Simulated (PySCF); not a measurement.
## Working out the ionisation energy of Zn

Zn [Ar] 3d10 4s2 (1S) → Zn⁺ [Ar] 3d10 4s1 (2S). All numbers are calculated (PySCF 2.14, scalar relativity by spin-free X2C-1e, in jorge-DZP-DKH (8s6p2d1f, 43 functions)). Frozen: [Ar]. Energies in hartree (1 hartree = 27.21139 eV):

```json
{"part": "UHF", "Zn (lower)": "-1794.073933", "Zn⁺ (upper)": "-1793.791418"}
{"part": "CCSD correlation", "Zn (lower)": "-0.295326", "Zn⁺ (upper)": "-0.254204"}
{"part": "(T)", "Zn (lower)": "-0.009432", "Zn⁺ (upper)": "-0.007291"}
```

Problem. What does Hartree-Fock give?

Solution. (-1793.791418) − (-1794.073933) = 0.282515 hartree = 7.688 eV.

Problem. What do CCSD and CCSD(T) give?

Solution. The CCSD correlation energies differ by 0.041122 hartree = 1.119 eV and the triples by 0.002141 hartree = 0.058 eV, so CCSD gives 8.807 eV and CCSD(T) 8.865 eV.

Measured between the centres of the two terms (NIST): 9.394 eV, so CCSD(T) (valence) is off by -0.529 eV.

A double-zeta basis recovers only part of the correlation energy.

What remains against the reference includes basis incompleteness, the frozen core and higher excitations.
